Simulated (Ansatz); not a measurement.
`C[O][Mg][F]` + HCl → `C[O][Mg][Cl]` + H–F at 298.15 K and 1 bar (ligand exchange at a Mg–F bond).

Gas-phase electronic energies from Ansatz, PBE0-D4/def2-TZVP geometries. CCSD(T)/CBS adds triple-zeta CCSD(T) − MP2 to the extrapolated MP2 energy (def2 sets, frozen cores). This one scheme is used for every species. For Mg outer-core shells are correlated without core-valence functions, which leaves a few kJ/mol of doubt a bond. Each species was taken in one conformer, which may not be the lowest.

| species | CCSD(T)/CBS energy (Eh) | H − E (kJ/mol) | S (J/(mol·K)) |
| --- | --- | --- | --- |
| `C[O][Mg][F]` | -414.81589 | 131.6 | 310.8 |
| HCl | -460.38127 | 26.6 | 186.8 |
| `C[O][Mg][Cl]` | -774.81100 | 130.5 | 322.8 |
| H–F | -100.39570 | 33.5 | 173.6 |

H − E and S are ideal-gas, rigid-rotor, harmonic terms from PBE0-D4/def2-TZVP, for one conformer and one mirror image of each species. 1 Eh = 2625.50 kJ/mol, R = 8.31446 J/(mol·K).

Question: By hand: ΔE, ΔH, ΔS and ΔG.

Answer: ΔE = (-774.81100) + (-100.39570) − (-414.81589) − (-460.38127) = -0.00954 Eh = -25.0 kJ/mol. Δ(H − E) = 130.5 + 33.5 − 131.6 − 26.6 = 5.8, so ΔH = -19.2 kJ/mol. ΔS = 322.8 + 173.6 − 310.8 − 186.8 = -1.2 J/(mol·K). ΔG = -19.2 − 298.15 × (-1.2)/1000 = -18.8 kJ/mol.

Question: By hand: the equilibrium constant, and the temperature at which ΔG would vanish if ΔH and ΔS stayed fixed.

Answer: log₁₀ K = −ΔG/(RT ln 10) = 3.3. ΔG = 0 at ΔH/ΔS = 16000 K, far beyond where these terms or the molecules hold.

The number of gas molecules stays the same, so ΔS is small and ΔH decides. A doubt of 5 kJ/mol in ΔE shifts log₁₀ K by 0.9 here. Other conformers and mirror images would add mixing entropy, several J/(mol·K) or more a flexible species. These are equilibria of isolated gas molecules and say nothing of rates. Largest T1 diagnostic: 0.012 (customary marks: 0.02 for closed shells, 0.045 for open ones).
